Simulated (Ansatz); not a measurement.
BH4SO2F, closed shell: at a first-order saddle point.

in.yaml

```yaml
crystal:
  periodic: [false, false, false]
  atoms:
    - {symbol: B, position_ang: [-0.207298, -0.068843, 0.273878]}
    - {symbol: F, position_ang: [0.066196, 1.495719, -0.226987]}
    - {symbol: O, position_ang: [-1.562798, -0.245131, 0.394740]}
    - {symbol: O, position_ang: [0.624066, -0.384686, 1.312796]}
    - {symbol: H, position_ang: [0.523653, 0.903388, -1.124998]}
    - {symbol: S, position_ang: [0.638375, -0.656878, -1.507246]}
    - {symbol: H, position_ang: [-2.092465, 0.181656, -0.279637]}
    - {symbol: H, position_ang: [0.141211, -0.452038, 2.140581]}
    - {symbol: H, position_ang: [1.869059, -0.773287, -0.983227]}
basis:
  gaussian: {orbitals: def2-TZVPP}
hamiltonian: {xc: pbe0, dispersion: d4}
output: {orbitals: {seedname: orbitals}}
```

Run by:

```bash
ansatz run in.yaml --threads 4 --pin off --events-out ev --progress --plain --max-ram 9574MiB
```

What Ansatz 0.2.0 printed:

```
Functional definition: PBE0
  name "PBE0"
  cite "Adamo & Barone, J. Chem. Phys. 110, 6158 (1999) doi:10.1063/1.478522"
  cite "Perdew, Burke & Ernzerhof, Phys. Rev. Lett. 77, 3865 (1996) doi:10.1103/PhysRevLett.77.3865"
  parent pbe
  parameter a = 0.25
  parameter kappa = 0.804
  parameter beta = 0.06672455060314922
  exchange = (1 - a)*pbe_x(kappa = kappa, mu = beta*pi^2/3) + a*exact_x
  correlation = pbe_c(beta = beta)
1178 factors; their error is unknown
mean field evaluation 1: about -18374.9808 eV, gradient 7.1e1 eV
mean field evaluation 2: about -18365.2054 eV, gradient 1.0e2 eV
mean field evaluation 4: about -18382.8190 eV, gradient 2.8e0 eV
mean field evaluation 8: about -18382.8325 eV, gradient 6.2e-2 eV
mean field evaluation 16: about -18382.8631 eV, gradient 4.1e-5 eV
mean field -18382.86313325 eV, -675.5577597946 hartree, gradient 4.1e-5 eV, S^2 0.000000; 0 other end points of the search recorded, 0 dependent functions left out
reference -18382.86316031 eV, -675.5577607892 hartree; 25, 25 occupied and 197, 197 virtual orbitals, 1178 factors
Total energy: -18383.00668645 eV, -675.5630352775 hartree
```

The lines “mean field evaluation” count trial sets of orbitals through the whole run, from several starts and some on an approximate energy, so they need not fall steadily or lie above the final value.

Hardware: 4 CPU threads of an Intel Xeon Platinum 8488C, shared host. Wall time about 1.5 s.
